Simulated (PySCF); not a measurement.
Gas-phase reaction: WO3 + 3 F2O → WO2F2 + 4 FO

Computed with PySCF and rigid-rotor harmonic-oscillator thermochemistry at 1 bar. † marks an energy on the PBE0/def2-TZVP geometry and frequencies. CCSD(T) freezes the core. Open shells (unrestricted): FO (multiplicity 2, electronic degeneracy 4); the rest are closed-shell singlets. Spin-orbit splitting is ignored; it lowers the true energy and changes the entropy of FO. W: scalar-relativistic def2 core potential, no spin-orbit coupling. WO2F2: computed as isolated molecules; such fragments, hydroxides, amides, oligomers or adducts are transient or little studied in the gas. CCSD(T) isn't extrapolated to the basis-set limit; its ΔH°(298 K) is -369.3 kJ in def2-SVP and -327.9 kJ in def2-TZVPP. The harmonic model lacks anharmonicity and excited electronic states, which grow with temperature; levels with a mode under 35 cm⁻¹ are left out. Warning, large T1 diagnostic: WO2F2, WO3 (CCSD(T)/def2-SVP†, CCSD(T)/def2-TZVPP†).

```csv
level,"ΔE electronic, kJ","ΔH°(298 K), kJ","ΔS°(298 K), J/K","ΔG°(2500 K), kJ"
CCSD(T)/def2-SVP†,-364,-369,162,-792
CCSD(T)/def2-TZVPP†,-322,-328,162,-751
HF/def2-TZVP†,-824,-830,162,-1252
M06-2X/def2-TZVP†,-333,-339,162,-762
PBE0/def2-QZVP†,-346,-352,162,-775
LDA/def2-TZVP†,-126,-131,162,-554
ωB97M-V/def2-TZVP†,-332,-338,162,-761
```
ΔH° is lowest at HF/def2-TZVP† and highest at LDA/def2-TZVP†. No reference value is set beside these.
